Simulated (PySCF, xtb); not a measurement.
CH₈O₃Si₂, SMILES [SiH2]([Si@H](O)OC)O.

GFN2-xTB (xtb) at its own geometry gives an orbital gap of 4.66 eV and a dipole moment of 2.54 D.

Coordinates come from a PBE0-D3(BJ)/def2-SVP optimisation. The structure was generated by enumeration; whether it is a known compound was not checked. Other conformers were not sampled.

Question: What does ωB97X/def2-TZVP (PySCF) give? (An estimate is asked for; the answer gives what the named calculation found.)

Answer: gap 11.78 eV (levels -10.15 and 1.63 eV), dipole 1.83 D.
